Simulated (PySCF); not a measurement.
A calculated (PBE, PySCF 2.14, def2-TZVP, the non-relativistic Hamiltonian (point nucleus)) atom or ion has these occupied shells.

```
shell  electrons  orbital energy (eV)  rms radius, mean of both spins (bohr)
   1s          2              -1543.2                                  0.140
   2s          2              -142.12                                  0.683
   2p          6              -104.11                                  0.672
```

(1) Name the element and its charge.

## Answers

(1) Al³⁺ (aluminium, charge +3), in [Ne], closed-shell 1S.
